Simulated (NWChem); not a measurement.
Molecule: AlPH4; SMILES [PH2][AlH2]

All runs: NWChem. The geometry was optimised at B3LYP/6-31G* (spherical d). Ions are spin-unrestricted doublets at the neutral geometry; other ion states weren't tried.

Q: Estimate the computed values for PBE0/def2-SVP. Quantities: vertical ionisation energy, ΔSCF (eV); −ε(HOMO) (eV).

A: 
| Item | Value |
|---|---|
| vertical ionisation energy, ΔSCF (eV) | 9.35 |
| −ε(HOMO) (eV) | 7.16 |
